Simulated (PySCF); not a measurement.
This PySCF input asks for the NMR shieldings of SMILES NB1CCCCS1, C₄H₁₀BNS; the geometry comes from GFN2-xTB.

```python
import basis_set_exchange as bse
import numpy as np
from pyscf import gto, dft
from pyscf.prop import nmr

atoms = """
N     2.741896    0.325609   -0.060566
B     1.354112    0.289708    0.011705
C     0.576781   -1.069627   -0.278330
C    -0.922295   -0.926088   -0.554869
C    -1.599097   -0.051110    0.497867
C    -1.257249    1.415737    0.318423
S     0.523287    1.804986    0.541235
H     3.308852   -0.465800   -0.310744
H     3.281717    1.146950    0.153810
H     1.041684   -1.605410   -1.109950
H     0.699780   -1.716521    0.597168
H    -1.391558   -1.913128   -0.563617
H    -1.075315   -0.479665   -1.540944
H    -2.685252   -0.153654    0.421728
H    -1.297993   -0.378734    1.495675
H    -1.775358    2.032251    1.052930
H    -1.530990    1.756524   -0.681432
"""
names = dict.fromkeys(["N", "B", "C", "S", "H"], "pcSseg-1")
basis = {el: gto.basis.parse(bse.get_basis(n, elements=[el], fmt="nwchem")) for el, n in names.items()}
mol = gto.M(atom=atoms, basis=basis, charge=0, verbose=0)
mf = dft.RKS(mol, xc="PBE0")
mf.grids.level = 2
mf.grids.alignment = dft.numint.BLKSIZE   # the property module wants whole blocks of grid points
mf.conv_tol = 1e-9
mf.kernel()

calc = nmr.RKS(mf)   # GIAO
C = mf.mo_coeff
Co = C[:, mf.mo_occ > 0]
resp = mf.gen_response(singlet=True, hermi=2)
def vind(x):   # induced exchange potential for any number of trial vectors
    d = np.einsum("pi,xij,qj->xpq", C, 2 * x.reshape(-1, C.shape[1], Co.shape[1]), Co, optimize=True)
    return np.einsum("xpq,pi,qj->xij", resp(d - d.transpose(0, 2, 1)), C, Co, optimize=True).ravel()
mo1, _ = nmr.rhf.solve_mo1(calc, with_cphf=vind)
sigma = calc.kernel(mo1)
for i, s in enumerate(sigma):   # ppm
    print("%2d %-2s %9.2f" % (i, mol.atom_pure_symbol(i), np.trace(s) / 3))
```

Problem. What are the results?

Solution. 
```
 0 N     174.06
 1 B      60.05
 2 C     168.31
 3 C     159.10
 4 C     155.41
 5 C     154.30
 6 S     548.97
 7 H      28.41
 8 H      28.40
 9 H      30.66
10 H      30.70
11 H      29.76
12 H      30.51
13 H      29.73
14 H      30.41
15 H      29.01
16 H      28.96
```

These numbers come from an equivalent density-fitted implementation of the same equations, which agrees with the script to about 0.01 ppm for H and up to a few tenths of a ppm for heavy atoms, so last digits may differ.

Size and cost of the density-fitted run: 176 basis functions, 26 s wall time on 1 thread of an Arm Neoverse V1, shared host; peak memory 0.8 GiB.
